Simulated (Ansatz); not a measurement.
`CC(=O)CC(=O)CC(C)C` at its PBE0-D4/def2-TZVP geometry, where that method's forces vanish. Total charge 0; spin multiplicity 1.

```
atom   x (Å)   y (Å)   z (Å)
  C1  -3.597  -0.950  -0.726
  C2  -2.153  -1.078  -1.107
  O3  -1.649  -2.117  -1.451
  C4  -1.320   0.191  -0.989
  C5  -0.797   0.250   0.441
  O6  -1.449   0.776   1.309
  C7   0.524  -0.418   0.692
  C8   1.715   0.391   0.160
  C9   1.807   1.755   0.827
 C10   3.000  -0.401   0.349
 H11  -3.683  -0.425   0.230
 H12  -4.065  -1.931  -0.674
 H13  -4.112  -0.336  -1.471
 H14  -0.502   0.127  -1.705
 H15  -1.932   1.075  -1.164
 H16   0.630  -0.562   1.771
 H17   0.510  -1.397   0.202
 H18   1.571   0.543  -0.917
 H19   1.950   1.646   1.906
 H20   0.903   2.349   0.676
 H21   2.653   2.322   0.433
 H22   3.185  -0.588   1.411
 H23   2.953  -1.367  -0.158
 H24   3.859   0.147  -0.046
```

Problem. For each bond, give half the difference of the two atoms' forces along it (eV/Å; positive pushes the atoms apart) under PBE-D4, r2SCAN-D4, B3LYP-D4, ωB97M-V in def2-TZVPP. (Estimate.)

Solution. Computed: 
```json
{"bond": "C1–C2", "length (Å)": "1.498", "PBE-D4": "-0.20", "r2SCAN-D4": "-0.03", "B3LYP-D4": "0.07", "ωB97M-V": "0.11"}
{"bond": "C1–H11", "length (Å)": "1.094", "PBE-D4": "0.10", "r2SCAN-D4": "-0.03", "B3LYP-D4": "-0.07", "ωB97M-V": "-0.08"}
{"bond": "C1–H12", "length (Å)": "1.088", "PBE-D4": "0.10", "r2SCAN-D4": "-0.03", "B3LYP-D4": "-0.07", "ωB97M-V": "-0.08"}
{"bond": "C2–O3", "length (Å)": "1.205", "PBE-D4": "0.99", "r2SCAN-D4": "0.37", "B3LYP-D4": "0.22", "ωB97M-V": "0.11"}
{"bond": "C4–H14", "length (Å)": "1.090", "PBE-D4": "0.07", "r2SCAN-D4": "-0.07", "B3LYP-D4": "-0.11", "ωB97M-V": "-0.09"}
{"bond": "C4–H15", "length (Å)": "1.090", "PBE-D4": "0.07", "r2SCAN-D4": "-0.07", "B3LYP-D4": "-0.10", "ωB97M-V": "-0.09"}
{"bond": "C5–C7", "length (Å)": "1.502", "PBE-D4": "-0.23", "r2SCAN-D4": "-0.08", "B3LYP-D4": "0.00", "ωB97M-V": "0.07"}
{"bond": "C7–C8", "length (Å)": "1.535", "PBE-D4": "0.04", "r2SCAN-D4": "0.12", "B3LYP-D4": "0.13", "ωB97M-V": "0.05"}
{"bond": "C7–H16", "length (Å)": "1.093", "PBE-D4": "0.12", "r2SCAN-D4": "-0.04", "B3LYP-D4": "-0.10", "ωB97M-V": "-0.10"}
{"bond": "C8–C10", "length (Å)": "1.521", "PBE-D4": "0.00", "r2SCAN-D4": "0.08", "B3LYP-D4": "0.15", "ωB97M-V": "0.14"}
{"bond": "C9–H19", "length (Å)": "1.094", "PBE-D4": "0.11", "r2SCAN-D4": "-0.03", "B3LYP-D4": "-0.06", "ωB97M-V": "-0.07"}
{"bond": "C9–H20", "length (Å)": "1.092", "PBE-D4": "0.09", "r2SCAN-D4": "-0.03", "B3LYP-D4": "-0.08", "ωB97M-V": "-0.06"}
{"bond": "C9–H21", "length (Å)": "1.093", "PBE-D4": "0.10", "r2SCAN-D4": "-0.03", "B3LYP-D4": "-0.07", "ωB97M-V": "-0.07"}
{"bond": "C10–H24", "length (Å)": "1.093", "PBE-D4": "0.10", "r2SCAN-D4": "-0.04", "B3LYP-D4": "-0.08", "ωB97M-V": "-0.08"}
```

B3LYP here is the variant with VWN-RPA as its local correlation; programs differ in this.
